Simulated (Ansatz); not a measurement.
A single point on C$_{2}$H$_{8}$AlNO.

```yaml
crystal:
  periodic: [false, false, false]
  atoms:
    - {symbol: C, position_ang: [-1.455645, -1.252382, -0.754213]}
    - {symbol: O, position_ang: [-1.158548, -0.384216, 0.315849]}
    - {symbol: C, position_ang: [0.191762, -0.193501, 0.530896]}
    - {symbol: N, position_ang: [0.829084, 0.767010, -0.478607]}
    - {symbol: Al, position_ang: [1.092481, 1.281177, 1.454764]}
    - {symbol: H, position_ang: [-1.105797, -0.853442, -1.715491]}
    - {symbol: H, position_ang: [-0.999008, -2.238055, -0.597931]}
    - {symbol: H, position_ang: [-2.539339, -1.362403, -0.796432]}
    - {symbol: H, position_ang: [0.757532, -1.130748, 0.459743]}
    - {symbol: H, position_ang: [1.422256, 0.361982, -1.191070]}
    - {symbol: H, position_ang: [0.117131, 1.345084, -0.910669]}
    - {symbol: H, position_ang: [0.310706, 2.638738, 1.708310]}
    - {symbol: H, position_ang: [2.557884, 0.986056, 1.989652]}
basis:
  gaussian: {orbitals: def2-QZVPP}
correlation: {method: mp2}
```

```sh
$ ansatz run in.yaml --threads 4 --pin off --events-out ev --progress --plain --max-ram 10444MiB
```

Output, abridged:

```
Functional definition: HF
3205 factors; integrals over basis functions are off by at most 9.1e-4 eV
mean field evaluation 1: about -12287.1680 eV, gradient 4.0e1 eV
mean field evaluation 2: about -12287.3226 eV, gradient 4.0e1 eV
mean field evaluation 4: about -12291.2307 eV, gradient 4.6e0 eV
mean field evaluation 8: about -12291.2996 eV, gradient 3.0e-1 eV
mean field -12291.29995274 eV, -451.6969419207 hartree, gradient 1.5e-6 eV, S^2 0.000000; 0 other end points of the search recorded, 0 dependent functions left out
9 core orbitals not correlated: weight in the atoms' cores, before any rotation towards them, 1.000 or more for the frozen orbitals, at most 0.000 for the correlated occupied ones
reference -12291.29995274 eV, -451.6969419207 hartree; 15, 15 occupied and 514, 514 virtual orbitals, 3205 factors
second order -25.76481485 eV of doubles, -0.00000000 eV of singles
Total energy: -12317.06476758 eV, -452.6437814023 hartree
```

Hardware: 4 threads of an Intel Xeon 6975P-C on a shared host. Wall time 19 s, peak host memory 4.1 GiB.
